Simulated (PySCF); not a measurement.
(Cl)3Hf-NH-SiH3 (singlet state).
Bonds: Hf1–Cl2, Hf1–Cl3, Hf1–Cl4, Hf1–N5, N5–Si6. Hydrogens: H7 on N5; H8, H9, H10 on Si6.

Level of theory: PBE0-D3(BJ)/def2-SVP geometry optimisation, gas phase, def2 core potentials past Kr in PySCF 2.14.0.

Q: List the bond lengths, angles and torsions at this level.

A: 
```
                   bond  length (Å)
       Hf1–Cl2, Hf1–Cl3       2.342
                Hf1–Cl4       2.351
                 Hf1–N5       2.003
                 N5–Si6       1.759
                  N5–H7       1.022
Si6–H8, Si6–H9, Si6–H10       1.493
```

Bonds in one row agree within 0.01 Å and their mean is given. A selection of angles:
```
      angle  degrees
Cl2–Hf1–Cl3    111.1
Cl2–Hf1–Cl4    109.0
 Cl2–Hf1–N5    106.7
Cl3–Hf1–Cl4    114.3
 Cl3–Hf1–N5    106.4
 Cl4–Hf1–N5    109.0
 Hf1–N5–Si6    124.5
  Hf1–N5–H7    120.2
  Si6–N5–H7    115.2
  N5–Si6–H8    111.3
 N5–Si6–H10    105.3
  H8–Si6–H9    109.1
```

Dihedral angles: Cl2–Hf1–N5–Si6 58° (synclinal).

Hf1 (hafnium bonded to 3 Cl and N) is distorted tetrahedral (angles from 106.4° to 114.3°). Si6 (silicon bonded to N and 3 H) is distorted tetrahedral (angles from 105.3° to 111.7°). N5 (nitrogen bonded to Hf, Si and H) is planar (angles 124.5°, 120.2° and 115.2°, sum 359.9°, 0.02 Å off the plane of its three neighbours).

Point group: near Cs, missed by 0.22 Å at most; the miss may be what the optimiser left on a soft mode. Stationary, but not proved a minimum.
